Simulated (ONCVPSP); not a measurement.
## Configuration tests for Zr (ONCV)

* Element: zirconium
* Generator: ONCVPSP 4.0.1
* Type: optimised norm-conserving Vanderbilt (ONCV)
* Functional: PBE
* Relativity: scalar-relativistic
* Frozen core: [Ar] 3d10
* Valence charge: 12
* Reference configuration: 4s2 4p6 4d2 5s2
* Partial waves: 4s+5s: rc 2.35 bohr, ncon 3, nbas 7, qcut 5.3 1/bohr, 2 projectors; 4p: rc 2.05 bohr, ncon 4, nbas 7, qcut 6.7 1/bohr, 2 projectors, debl 2.5 Ha; 4d: rc 2.35 bohr, ncon 4, nbas 9, qcut 7.9 1/bohr, 2 projectors, debl 3 Ha
* Local potential: polynomial inside 1.90 bohr (lpopt 5, dvloc0 2 Ha)
* Core correction: polynomial model core, fcfact 0.45

Energies are relative to the spin-unpolarised reference configuration 4s2 4p6 4d2 5s2; without spin polarisation the order of configurations can differ from experiment.

**Question.** Give the all-electron excitation energy and the error of the potential for: 4s2 4p6 4d2 5s1; 4s2 4p6 4d2 5s0; 4s2 4p6 4d1 5s0; 4s2 4p5 4d2 5s2.

**Answer.**

| valence configuration | charge | ΔE all-electron (eV) | error AE − PS (meV) |
| --- | --- | --- | --- |
| 4s2 4p6 4d2 5s1 | +1 | 7.137 | -2.3 |
| 4s2 4p6 4d2 5s0 | +2 | 20.078 | -11 |
| 4s2 4p6 4d1 5s0 | +3 | 42.704 | -0.5 |
| 4s2 4p5 4d2 5s2 | +1 | 37.994 | -36 |

Levels in the configuration 4s2 4p6 4d2 5s0:

```
level  all-electron (eV)  pseudo (eV)
   4s            -68.988      -69.088
   4p            -46.920      -46.948
   4d            -17.300      -17.294
```
